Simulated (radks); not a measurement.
Values are calculated unless marked as measured or tabulated.
The platinum anion Pt2-, [Hg], held by a Watson sphere: a shell of charge +2 at radius R that stands for the Madelung well of a crystal (potential energy -2/R inside, -2/r outside, in hartree with lengths in bohr). Code: a radial shooting solver on a logarithmic mesh with Libxc functionals. Model: scalar-relativistic Kohn-Sham, PBEsol, spin-polarised, spherical densities, point nucleus. Response by self-consistent Sternheimer equations with the Hartree and adiabatic LDA kernel, the relativistic mass of each level held fixed and spin-orbit coupling left out. The sphere does not respond.

| R (bohr) | e(5p) (eV) | e(6s) (eV) | e(5d) (eV) | <r> 5d (bohr) | sum of <r^2> (bohr^2) | X-ray form factor at sin(theta)/lambda = 0.3 1/angstrom | alpha (bohr^3) |
|---|---|---|---|---|---|---|---|
| 2.79 | -54.820 | -6.971 | -5.904 | 1.812 | 79.69 | 58.397 | 51.60 |
| 3.9 | -53.237 | -5.370 | -3.974 | 1.888 | 90.04 | 58.462 | 87.48 |
| 3.93 | -53.200 | -5.327 | -3.931 | 1.890 | 90.31 | 58.463 | 88.74 |
| 4.45 | -52.607 | -4.637 | -3.251 | 1.912 | 94.93 | 58.477 | 113.5 |
| 4.73 | -52.322 | -4.302 | -2.932 | 1.923 | 97.40 | 58.482 | 129.5 |
| 6.03 | -51.282 | -3.061 | -1.804 | 1.964 | 109.3 | 58.495 | 244.3 |
| 6.04 | -51.275 | -3.054 | -1.797 | 1.964 | 109.4 | 58.495 | 245.5 |
